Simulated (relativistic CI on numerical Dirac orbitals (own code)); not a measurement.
## Rh4+: resonant inelastic scattering at the L2,3 edge

Computed with this model: Dirac-Coulomb-Breit CI, orbitals from a KLI potential per configuration, model QED, valence Slater integrals scaled by 0.8, Kramers-Heisenberg scattering through one core-hole configuration in a parametric crystal field; configurations [Kr] 4d5 → [He] 2s2 2p5 3s2 3p6 3d10 4s2 4p6 4d6; 10 K; core-hole width 0.96 eV; summed over polarisations. Incident energies are the highest absorption maxima for each field (at most a few, so the weaker spin-orbit partner edge can be absent), on the computed scale of the free ion. Intensities are in per cent of the strongest line above 0.02 eV; levels within 1 cm⁻¹ are merged; final levels count from the ground level, the first row holds all elastic scattering, lines under 0.4 are left out and each table stops after 24 rows. The scale of the Slater integrals is a model choice and moves the terms in proportion.

Field parameters in Wybourne normalisation: D3d B²₀ = −7Dσ, B⁴₀ = −14Dq − 21Dτ, B⁴₃ = −14√(10/7) Dq; Td as Oh with Dq negative (B⁴₀ = 21Dq, B⁴₄ = √(5/14) B⁴₀). The field is a parameter set, without covalency.

S is read from ⟨S²⟩ = S(S + 1).

D3d, 10Dq = 38950, Dσ = 750, Dτ = 150 cm⁻¹:

```tsv
Final level (eV)	Degeneracy	Irrep	S	3007.5 eV	3011.8 eV	3154.4 eV
0.000	2	Γ4	0.52	264.9	1045.0	110.5
0.267	2	Γ5+Γ6	0.51	86.4	26.3	8.6
0.550	2	Γ4	0.51	100.0	13.8	5.4
3.094	2	Γ4	1.52	0.2	20.2	8.6
3.101	2	Γ5+Γ6	1.51	0.3	11.7	9.6
3.130	2	Γ4	1.51	1.0	59.9	27.0
3.161	2	Γ4	1.50	0.6	36.4	27.7
3.365	2	Γ5+Γ6	1.50	0.6	36.8	20.1
3.388	2	Γ4	1.51	0.3	27.3	13.3
3.940	2	Γ4	1.50	0.5	16.2	7.3
3.976	2	Γ5+Γ6	1.50	0.6	21.1	12.6
4.003	2	Γ4	1.49	0.4	21.6	10.9
4.023	2	Γ4	1.47	0.2	13.9	9.0
4.146	2	Γ4	1.48	0.3	11.1	14.6
4.148	2	Γ5+Γ6	1.48	0.5	23.6	12.7
4.552	2	Γ5+Γ6	0.53	2.9	73.5	29.3
4.565	2	Γ4	0.52	2.1	80.0	24.8
4.650	2	Γ4	0.55	1.2	73.1	25.4
4.831	2	Γ4	0.52	0.8	43.3	9.7
4.849	2	Γ4	1.86	0.4	16.7	16.0
4.854	2	Γ5+Γ6	2.40	0.0	2.3	0.6
4.870	2	Γ4	1.59	0.4	18.1	21.4
4.904	2	Γ5+Γ6	0.72	0.5	34.2	12.5
4.962	2	Γ4	0.53	1.0	44.4	15.3
```

D3d, 10Dq = 19400, Dσ = -430, Dτ = 440 cm⁻¹:

| Final level (eV) | Degeneracy | Irrep | S | 3008.4 eV | 3010.4 eV | 3153 eV |
| --- | --- | --- | --- | --- | --- | --- |
| 0.000 | 2 | Γ4 | 0.73 | 453.2 | 1759.6 | 91.4 |
| 0.296 | 2 | Γ5+Γ6 | 1.26 | 38.4 | 13.7 | 5.5 |
| 0.375 | 2 | Γ4 | 2.32 | 6.0 | 5.7 | 2.3 |
| 0.411 | 2 | Γ4 | 2.35 | 6.6 | 61.1 | 15.4 |
| 0.426 | 2 | Γ5+Γ6 | 2.06 | 13.4 | 8.2 | 8.3 |
| 0.622 | 2 | Γ4 | 0.87 | 68.2 | 18.6 | 6.4 |
| 1.089 | 2 | Γ4 | 1.51 | 3.7 | 56.8 | 32.7 |
| 1.146 | 2 | Γ4 | 1.53 | 2.3 | 35.4 | 21.7 |
| 1.149 | 2 | Γ5+Γ6 | 1.55 | 1.6 | 24.6 | 20.0 |
| 1.218 | 2 | Γ4 | 1.58 | 4.4 | 58.9 | 23.3 |
| 1.297 | 2 | Γ5+Γ6 | 1.53 | 2.2 | 31.7 | 18.2 |
| 1.356 | 2 | Γ4 | 1.51 | 3.9 | 37.8 | 18.1 |
| 1.825 | 2 | Γ4 | 1.49 | 2.3 | 25.6 | 6.5 |
| 1.855 | 2 | Γ5+Γ6 | 1.49 | 2.2 | 33.0 | 20.2 |
| 1.875 | 2 | Γ4 | 1.47 | 2.3 | 22.6 | 21.1 |
| 1.883 | 2 | Γ4 | 1.48 | 1.8 | 17.1 | 6.1 |
| 1.898 | 2 | Γ5+Γ6 | 1.48 | 1.1 | 16.6 | 10.9 |
| 1.919 | 2 | Γ4 | 1.46 | 0.6 | 18.5 | 11.1 |
| 2.440 | 2 | Γ5+Γ6 | 0.57 | 15.7 | 91.8 | 36.4 |
| 2.469 | 2 | Γ4 | 0.59 | 11.0 | 99.2 | 30.4 |
| 2.540 | 2 | Γ4 | 0.57 | 8.6 | 100.0 | 23.5 |
| 2.680 | 2 | Γ4 | 0.62 | 3.3 | 39.2 | 33.4 |
| 2.713 | 2 | Γ4 | 0.58 | 2.9 | 36.9 | 17.8 |
| 2.769 | 2 | Γ5+Γ6 | 0.58 | 2.2 | 40.6 | 15.6 |

Td, 10Dq = -11400 cm⁻¹:

| Final level (eV) | Degeneracy | Irrep | S | 3011.2 eV | 3154.1 eV |
| --- | --- | --- | --- | --- | --- |
| 0.000 | 6 | Γ7+Γ8 | 2.48 | 7303.3 | 841.4 |
| 1.757 | 4 | Γ8 | 1.28 | 87.3 | 7.5 |
| 1.821 | 2 | Γ7 | 1.39 | 51.6 | 4.1 |
| 1.866 | 2 | Γ6 | 1.50 | 11.3 | 6.0 |
| 1.889 | 4 | Γ8 | 1.49 | 66.6 | 8.9 |
| 2.270 | 4 | Γ8 | 1.05 | 22.6 | 6.6 |
| 2.458 | 2 | Γ6 | 1.49 | 8.7 | 12.6 |
| 2.470 | 4 | Γ8 | 1.49 | 12.7 | 32.9 |
| 2.477 | 2 | Γ7 | 1.46 | 33.1 | 4.0 |
| 2.522 | 4 | Γ8 | 1.35 | 35.0 | 14.3 |
| 2.576 | 2 | Γ7 | 0.74 | 4.6 | 1.2 |
| 2.931 | 4 | Γ8 | 1.37 | 26.5 | 19.2 |
| 2.950 | 2 | Γ6 | 1.32 | 14.6 | 24.8 |
| 2.965 | 2 | Γ7 | 1.42 | 17.3 | 23.1 |
| 3.002 | 4 | Γ8 | 1.46 | 43.5 | 64.4 |
| 3.122 | 2 | Γ7 | 1.18 | 17.8 | 33.5 |
| 3.312 | 2 | Γ6 | 0.83 | 4.2 | 12.0 |
| 3.355 | 4 | Γ8 | 1.40 | 41.3 | 81.1 |
| 3.384 | 4 | Γ8 | 1.20 | 53.6 | 74.5 |
| 3.433 | 4 | Γ8 | 1.08 | 38.3 | 23.4 |
| 3.466 | 2 | Γ6 | 1.45 | 33.4 | 49.8 |
| 3.521 | 2 | Γ7 | 0.96 | 4.8 | 5.4 |
| 3.545 | 2 | Γ7 | 1.03 | 13.9 | 17.1 |
| 3.592 | 4 | Γ8 | 0.76 | 12.0 | 14.0 |

For the first field the strongest loss at the lowest incident energy is the level at 0.55 eV (S = 0.51, against 0.52 in the thermal ground state). Levels of other spin, the first over 8 % at 3.09 eV, appear because spin-orbit coupling of the core hole, and in heavier ions of the valence shell too, mixes spins.
